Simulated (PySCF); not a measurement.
# How methods differ on the excitation energy of N

N [He] 2s2 2p3 (4S) → N [He] 2s1 2p4 (4P), as a difference of total energies. Computed with PySCF 2.14 in x2c-TZVPPall (5s3p2d1f, 31 functions), with the spin-free X2C one-electron Hamiltonian (Gaussian nucleus). Correlated levels: valence: 1s2 frozen. The calculations carry no spin-orbit coupling.

```
           method  excitation energy (cm⁻¹)
              UHF                     88334
    MP2 (valence)                     89338
SCS-MP2 (valence)                     89449
   CCSD (valence)                     88601
CCSD(T) (valence)                     88484
  CCSDT (valence)                     88396
```

Errors of the correlated levels include the incompleteness of this basis and the frozen core.

For comparison: 88132 cm⁻¹ (measured; NIST levels, between the centres of gravity of the two terms).
